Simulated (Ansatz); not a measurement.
Geometry optimisation, Ansatz, DFT PBE-D3(BJ), scalar-relativistic, plane waves, PAW.

Input:

```yaml
crystal:
  lattice:
    - [0.0, 5.43, 5.43]
    - [5.43, 0.0, 5.43]
    - [5.43, 5.43, 0.0]
  atoms:
    - { symbol: Si, position: [0.0, 0.0, 0.0] }
    - { symbol: Si, position: [0.125, 0.125, 0.125] }
    - { symbol: Si, position: [0.0, 0.0, 0.5] }
    - { symbol: Si, position: [0.125, 0.125, 0.625] }
    - { symbol: Si, position: [0.0, 0.5, 0.0] }
    - { symbol: Si, position: [0.125, 0.625, 0.125] }
    - { symbol: Si, position: [0.0, 0.5, 0.5] }
    - { symbol: Si, position: [0.125, 0.625, 0.625] }
    - { symbol: Si, position: [0.5, 0.0, 0.0] }
    - { symbol: Si, position: [0.625, 0.125, 0.125] }
    - { symbol: Si, position: [0.5, 0.0, 0.5] }
    - { symbol: Si, position: [0.625, 0.125, 0.625] }
    - { symbol: Si, position: [0.5, 0.5, 0.0] }
    - { symbol: Si, position: [0.625, 0.625, 0.125] }
    - { symbol: Si, position: [0.5, 0.5, 0.5] }
    - { symbol: Si, position: [0.625, 0.625, 0.625] }
    - { symbol: Ti, position: [0.37362486, 0.36855724, 0.38378212] }
basis:
  ecutwfc: 420.0
kpoints:
  mp_grid: { grid: [2, 2, 2] }
hamiltonian:
  xc: pbe
  dispersion: d3bj
  pseudopotentials: { kind: paw, azcp: { folder: soft_1 } }
scf:
  occupations: { method: gaussian, width: 0.05 }
  lower_state_search: "off"
relax:
  f_tol: 0.03
  max_steps: 60
  adjacent_minimum: "off"
```

Launched with:

```bash
$ ansatz run input.yaml --threads 1 --pin off --max-ram 3072MiB --backend cpu --events-out ev --progress --plain --runs-dir out
```

Question: Where does it end, and by what steps?

Answer: It converged. Limits of this set-up: coarse k mesh. After 3 steps the energy has fallen by 0.402 eV; Si7 moved furthest, 0.08 Å.

```json
{"step": "0", "energy less start (eV)": "0.0000", "largest force component (eV/Å)": "1.251", "accepted": "yes"}
{"step": "1", "energy less start (eV)": "-0.3743", "largest force component (eV/Å)": "0.361", "accepted": "yes"}
{"step": "2", "energy less start (eV)": "-0.4014", "largest force component (eV/Å)": "0.046", "accepted": "yes"}
{"step": "3", "energy less start (eV)": "-0.4018", "largest force component (eV/Å)": "0.002", "accepted": "yes"}
```

```xyz
17
Lattice="0.0000 5.4300 5.4300 5.4300 0.0000 5.4300 5.4300 5.4300 0.0000" Properties=species:S:1:pos:R:3
Si 0.016 0.018 0.013
Si 1.358 1.361 1.354
Si 2.700 2.702 0.013
Si 4.074 4.074 1.319
Si 2.699 0.019 2.696
Si 4.073 1.324 4.069
Si 5.476 2.672 2.668
Si 6.824 4.076 4.069
Si 0.016 2.702 2.696
Si 1.322 4.074 4.071
Si 2.672 5.476 2.669
Si 4.074 6.826 4.071
Si 2.670 2.673 5.472
Si 4.073 4.075 6.821
Si 5.476 5.477 5.473
Si 6.790 6.789 6.786
Ti 4.074 4.074 4.071
```

Whether the end is a true minimum wasn't checked by a vibrational analysis.

Time of the run: 21 s on 1 thread of Arm Neoverse V2, with other jobs on the host, peak memory 0.55 GiB.
